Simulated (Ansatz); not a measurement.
`OB[SiH2][AlH2]` + H₂S → `[AlH2][SiH2]S` + `BO` at 700 K and 1 bar (cleavage of the Si–B bond).

Gas-phase electronic energies from Ansatz, PBE0-D4/def2-TZVP geometries. CCSD(T)/CBS adds triple-zeta CCSD(T) − MP2 to the extrapolated MP2 energy (def2 sets, frozen cores). This one scheme is used for every species. Each species was taken in one conformer, which may not be the lowest.

| species | CCSD(T)/CBS energy (Eh) | H − E (kJ/mol) | S (J/(mol·K)) |
| --- | --- | --- | --- |
| `OB[SiH2][AlH2]` | -634.67870 | 233.9 | 490.2 |
| H₂S | -398.97279 | 64.8 | 236.9 |
| `[AlH2][SiH2]S` | -931.87373 | 173.9 | 444.5 |
| `BO` | -101.80414 | 126.4 | 277.4 |

H − E and S are ideal-gas, rigid-rotor, harmonic terms from PBE0-D4/def2-TZVP, for one conformer and one mirror image of each species. 1 Eh = 2625.50 kJ/mol, R = 8.31446 J/(mol·K).

Problem. By hand: ΔE, ΔH, ΔS and ΔG.

Solution. ΔE = (-931.87373) + (-101.80414) − (-634.67870) − (-398.97279) = -0.02638 Eh = -69.3 kJ/mol. Δ(H − E) = 173.9 + 126.4 − 233.9 − 64.8 = 1.6, so ΔH = -67.7 kJ/mol. ΔS = 444.5 + 277.4 − 490.2 − 236.9 = -5.2 J/(mol·K). ΔG = -67.7 − 700 × (-5.2)/1000 = -64.1 kJ/mol.

Problem. By hand: the equilibrium constant, and the temperature at which ΔG would vanish if ΔH and ΔS stayed fixed.

Solution. log₁₀ K = −ΔG/(RT ln 10) = 4.8. ΔG = 0 at ΔH/ΔS = 13019 K, far beyond where these terms or the molecules hold.

The number of gas molecules stays the same, so ΔS is small and ΔH decides. A doubt of 5 kJ/mol in ΔE shifts log₁₀ K by 0.4 here. Other conformers and mirror images would add mixing entropy, several J/(mol·K) or more a flexible species. Modes under 60 cm⁻¹, often nearly free rotors, make the harmonic entropy too high. These are equilibria of isolated gas molecules and say nothing of rates. Largest T1 diagnostic: 0.015 (customary marks: 0.02 for closed shells, 0.045 for open ones).
